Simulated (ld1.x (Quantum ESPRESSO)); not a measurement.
# What one change does to a pseudopotential (indium, RRKJ)

```
Element                 : In
Generator               : ld1.x (Quantum ESPRESSO) 7.5
Type                    : norm-conserving RRKJ (Kleinman–Bylander form)
Functional              : LDA (PZ)
Relativity              : scalar-relativistic
Frozen core             : [Kr] 4d10
Valence charge          : 3
Reference configuration : 5s2 5p1
Partial waves           : 5s (bound): rc 2.05 bohr; 5p (bound): rc 2.85 bohr
Local potential         : all-electron potential smoothed inside 1.80 bohr (lloc = -1)
Core correction         : none
rho0                    : 0.005
```

Change: wave 5s (bound): rc 2.05 bohr becomes 5s (bound): rc 2.96 bohr.

Cutoffs: the cutoffs (Ry, on a coarse ladder) from which the occupation-weighted sum of valence levels, in a spherical-Bessel basis at the reference potential, stays within 10 and 1 mRy of its value at 400 Ry; they do not see the model core or the augmentation charge, which bear on the density cutoff. Errors are all-electron minus pseudo energies relative to the spin-unpolarised reference configuration.

Question: What does the change do?

Answer: The potential gets softer (25 Ry and 35 Ry → 15 Ry and 18 Ry); both files keep a bound ghost (s); of the 9 tests that both files solve, the error grows in 0 and shrinks in 3 by more than 15 % and 0.3 meV (median size 18.6 → 19.0 meV). A larger radius leaves more room for a smooth pseudo-wave, so fewer plane waves are needed. That the errors move this way runs against the usual rule that smaller radii transfer better.

| quantity | base | changed |
| --- | --- | --- |
| cutoff, loose | 25 Ry | 15 Ry |
| cutoff, tight | 35 Ry | 18 Ry |
| loose cutoff by channel (10 mRy a level) | s 21 Ry, p 6 Ry | s 15 Ry, p 6 Ry |
| bound ghosts | s | s |
| error for 5s2 5p0, meV [ΔE 5.59 eV] | +14 | +14 |
| error for 5s1 5p0, meV [ΔE 25.26 eV] | +154 | +134 |
| error for 5s2 5p0.5, meV [ΔE 2.05 eV] | +2.2 | +2.2 |
| error for 5s2 5p1.3, meV [ΔE -0.58 eV] | +0.7 | +0.6 |
| error for 5s1 5p2, meV [ΔE 5.94 eV] | +18 | +9.9 |
| error for 5s0 5p3, meV [ΔE 12.16 eV] | +93 | +67 |
| error for 5s1 5p1, meV [ΔE 12.29 eV] | +32 | +20 |
| error for 5s2 5p1 (spin-polarised), meV [ΔE -0.12 eV] | +19 | +19 |
| error for 5s1 5p0 (spin-polarised), meV [ΔE 25.03 eV] | +465 | +440 |

 A true bound ghost makes a file unfit for plane-wave use even where its test errors are small: the radial tests pick states by their node count and pass the ghost by.
